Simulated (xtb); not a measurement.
Cl₂CrO₂ (SMILES [O]=[Cr](=[O])([Cl])[Cl]), singlet, from a rough starting geometry (GFN-xTB shapes and energies of metal compounds can be far from the true ones); GFN2-xTB (xtb).

xtb was given this input:
```
$ xtb mol.xyz --gfn 2 --opt vtight --json

# file mol.xyz
5

Cr     0.12652442    -0.03650400     0.01981273
O      1.20196324    -0.55278062    -0.98989243
O      0.53404892     0.27377359     1.50132325
Cl    -0.59360682     1.68944390    -0.71545940
Cl    -1.39102827    -1.35076792     0.04872388
```

What the program printed (banner, timings and long lists left out):

```
   ID    Z sym.   atoms
    1   24 Cr     1
    2    8 O      2, 3
    3   17 Cl     4, 5

           -------------------------------------------------
          |                Calculation Setup                |
           -------------------------------------------------

           -------------------------------------------------
          |                 G F N 2 - x T B                 |
           -------------------------------------------------

          ...................................................
          :                      SETUP                      :
          :.................................................:
          :  # basis functions                  38          :
          :  # atomic orbitals                  35          :
          :  # shells                           13          :
          :  # electrons                        32          :
          :  max. iterations                   250          :
          :  Hamiltonian                  GFN2-xTB          :
          :  restarted?                      false          :
          :  GBSA solvation                  false          :
          :  PC potential                    false          :
          :  electronic temp.          300.0000000     K    :
          :  accuracy                    1.0000000          :
          :  -> integral cutoff          0.2500000E+02      :
          :  -> integral neglect         0.1000000E-07      :
          :  -> SCF convergence          0.1000000E-05 Eh   :
          :  -> wf. convergence          0.1000000E-03 e    :
          :  Broyden damping             0.4000000          :
          :  net charge                          0          :
          :  unpaired electrons                  0          :
          ...................................................

 iter      E             dE          RMSdq      gap      omega  full diag
   1    -16.1330769 -0.161331E+02  0.209E+01    1.42       0.0  T
   2    -14.1092767  0.202380E+01  0.284E+01   11.00       1.0  T
   3    -17.7104241 -0.360115E+01  0.172E+01    5.23       1.0  T
   4    -18.3196887 -0.609265E+00  0.143E+01    4.39       1.0  T
   5    -18.2570282  0.626605E-01  0.124E+01    4.57       1.0  T
   6    -18.3091764 -0.521482E-01  0.149E+01    1.81       1.0  T
   7    -18.5694881 -0.260312E+00  0.107E+01    1.63       1.0  T
   8    -18.7674611 -0.197973E+00  0.950E+00    1.86       1.0  T
   9    -19.2979116 -0.530451E+00  0.458E+00    3.10       1.0  T
  10    -19.3553733 -0.574617E-01  0.304E+00    2.94       1.0  T
  11    -19.3913183 -0.359450E-01  0.169E+00    2.80       1.0  T
  12    -19.4074521 -0.161338E-01  0.276E-01    2.66       1.0  T
  13    -19.4075214 -0.692946E-04  0.306E-01    2.64       1.0  T
  14    -19.4076873 -0.165904E-03  0.138E-01    2.64       1.0  T
  15    -19.4077116 -0.242730E-04  0.665E-02    2.66       1.0  T
  16    -19.4077217 -0.101489E-04  0.320E-02    2.65       1.4  T
  17    -19.4077234 -0.172271E-05  0.529E-03    2.65       8.5  T
  18    -19.4077234  0.390644E-07  0.891E-03    2.65       5.0  T
  19    -19.4077235 -0.126054E-06  0.386E-03    2.65      11.6  T
  20    -19.4077234  0.731922E-07  0.633E-03    2.65       7.1  T
  21    -19.4077236 -0.129894E-06  0.187E-03    2.65      23.9  T
  22    -19.4077236 -0.387527E-08  0.134E-03    2.65      33.5  T
  23    -19.4077236 -0.946238E-08  0.443E-04    2.65     100.9  T
  24    -19.4077236 -0.288395E-09  0.155E-04    2.65     288.0  T

   *** convergence criteria satisfied after 24 iterations ***

         :::::::::::::::::::::::::::::::::::::::::::::::::::::
         ::                     SUMMARY                     ::
         :::::::::::::::::::::::::::::::::::::::::::::::::::::
         :: total energy             -19.339938104449 Eh    ::
         :: gradient norm              0.027242949162 Eh/a0 ::
         :: HOMO-LUMO gap              2.651995136679 eV    ::
         ::.................................................::
         :: SCC energy               -19.407722656019 Eh    ::
         :: -> isotropic ES            0.081831545046 Eh    ::
         :: -> anisotropic ES         -0.001506796778 Eh    ::
         :: -> anisotropic XC         -0.003241138615 Eh    ::
         :: -> dispersion             -0.004516441747 Eh    ::
         :: repulsion energy           0.067784551570 Eh    ::
         :: add. restraining           0.000000000000 Eh    ::
         :: total charge               0.000000000000 e     ::
         :::::::::::::::::::::::::::::::::::::::::::::::::::::

      -----------------------------------------------------------
     |                   =====================                   |
     |                        A N C O P T                        |
     |                   =====================                   |
     |               Approximate Normal Coordinate               |
     |                Rational Function Optimizer                |
      -----------------------------------------------------------
      -----------------------------------------------------------
     |                   =====================                   |
     |                        A N C O P T                        |
     |                   =====================                   |
     |               Approximate Normal Coordinate               |
     |                Rational Function Optimizer                |
      -----------------------------------------------------------

          ...................................................
          :                      SETUP                      :
          :.................................................:
          :   optimization level         verytight          :
          :   max. optcycles                   200          :
          :   ANC micro-cycles                  20          :
          :   degrees of freedom                 9          :
          :.................................................:
[...]
 * total energy  :   -19.3399381 Eh     change       -0.1560778E-09 Eh
 * total energy  :   -19.3407779 Eh     change       -0.8398223E-03 Eh
 * total energy  :   -19.3408838 Eh     change       -0.1058466E-03 Eh
 * total energy  :   -19.3408874 Eh     change       -0.3582848E-05 Eh
 * total energy  :   -19.3409480 Eh     change       -0.6067083E-04 Eh
 * total energy  :   -19.3409508 Eh     change       -0.2815746E-05 Eh
 * total energy  :   -19.3409522 Eh     change       -0.1348034E-05 Eh
 * total energy  :   -19.3409522 Eh     change       -0.3194882E-07 Eh
   *** GEOMETRY OPTIMIZATION CONVERGED AFTER 8 ITERATIONS ***
[...]

   *** convergence criteria satisfied after 3 iterations ***

         :::::::::::::::::::::::::::::::::::::::::::::::::::::
         ::                     SUMMARY                     ::
         :::::::::::::::::::::::::::::::::::::::::::::::::::::
         :: total energy             -19.340952222609 Eh    ::
         :: gradient norm              0.000037552360 Eh/a0 ::
         :: HOMO-LUMO gap              2.646985302304 eV    ::
         ::.................................................::
         :: SCC energy               -19.411059047659 Eh    ::
         :: -> isotropic ES            0.080064088975 Eh    ::
         :: -> anisotropic ES         -0.001102553468 Eh    ::
         :: -> anisotropic XC         -0.002695542621 Eh    ::
         :: -> dispersion             -0.004502002127 Eh    ::
         :: repulsion energy           0.070106825050 Eh    ::
         :: add. restraining           0.000000000000 Eh    ::
         :: total charge              -0.000000000000 e     ::
         :::::::::::::::::::::::::::::::::::::::::::::::::::::

           -------------------------------------------------
          |                Property Printout                |
           -------------------------------------------------

    * Orbital Energies and Occupations

         #    Occupation            Energy/Eh            Energy/eV
      -------------------------------------------------------------
         1        2.0000           -1.1344052             -30.8687
       ...           ...                  ...                  ...
         4        2.0000           -0.7096162             -19.3096
         5        2.0000           -0.5477477             -14.9050
         6        2.0000           -0.5444842             -14.8162
         7        2.0000           -0.5432642             -14.7830
         8        2.0000           -0.5382809             -14.6474
         9        2.0000           -0.5353686             -14.5681
        10        2.0000           -0.5287607             -14.3883
        11        2.0000           -0.5072360             -13.8026
        12        2.0000           -0.5047376             -13.7346
        13        2.0000           -0.4988604             -13.5747
        14        2.0000           -0.4907955             -13.3552
        15        2.0000           -0.4890333             -13.3073
        16        2.0000           -0.4864808             -13.2378 (HOMO)
        17                         -0.3892059             -10.5908 (LUMO)
        18                         -0.3379399              -9.1958
        19                         -0.3203283              -8.7166
        20                         -0.2868705              -7.8061
        21                         -0.2587370              -7.0406
        22                         -0.0457317              -1.2444
        23                         -0.0456662              -1.2426
        24                         -0.0455819              -1.2403
        25                         -0.0448464              -1.2203
        26                         -0.0437664              -1.1909
        27                         -0.0326958              -0.8897
       ...                                ...                  ...
        35                          1.1080116              30.1505
      -------------------------------------------------------------
                  HL-Gap            0.0972749 Eh            2.6470 eV
             Fermi-level           -0.4378433 Eh          -11.9143 eV

     #   Z          covCN         q      C6AA      α(0)
     1  24 Cr       3.033     0.707   152.377    31.934
     2   8 O        0.742    -0.363    20.999     6.141
     3   8 O        0.742    -0.363    20.999     6.141
     4  17 Cl       0.781     0.009    98.771    15.203
     5  17 Cl       0.781     0.009    98.772    15.203

 Mol. C6AA /au·bohr⁶  :       1626.064032
 Mol. C8AA /au·bohr⁸  :      78440.742854
 Mol. α(0) /au        :         74.622315

Wiberg/Mayer (AO) data.
largest (>0.10) Wiberg bond orders for each atom

 ---------------------------------------------------------------------------
     #   Z sym  total        # sym  WBO       # sym  WBO       # sym  WBO
 ---------------------------------------------------------------------------
     1  24 Cr   7.008 --     2 O    2.128     3 O    2.128     4 Cl   1.376
                             5 Cl   1.376
     2   8 O    2.465 --     1 Cr   2.128     3 O    0.128     4 Cl   0.105
                             5 Cl   0.105
     3   8 O    2.465 --     1 Cr   2.128     2 O    0.128     4 Cl   0.105
                             5 Cl   0.105
     4  17 Cl   1.698 --     1 Cr   1.376     5 Cl   0.112     2 O    0.105
                             3 O    0.105
     5  17 Cl   1.698 --     1 Cr   1.376     4 Cl   0.112     2 O    0.105
                             3 O    0.105
 ---------------------------------------------------------------------------

Topologies differ in total number of bonds
Writing topology from bond orders to xtbtopo.mol

molecular dipole:
                 x           y           z       tot (Debye)
 q only:       -1.074       0.187      -0.346
   full:       -1.122       0.196      -0.362       3.037
molecular quadrupole (traceless):
                xx          xy          yy          xz          yz          zz
 q only:       -0.002       1.063       2.801       0.662      -1.802      -2.799
  q+dip:       -1.120       1.057       2.581      -0.093      -1.165      -1.461
   full:       -0.930       1.157       2.879       0.091      -1.440      -1.950

optimized geometry written to: xtbopt.xyz

           -------------------------------------------------
          | TOTAL ENERGY              -19.340952222609 Eh   |
          | GRADIENT NORM               0.000037552360 Eh/α |
          | HOMO-LUMO GAP               2.646985302304 eV   |
           -------------------------------------------------

normal termination of xtb
```
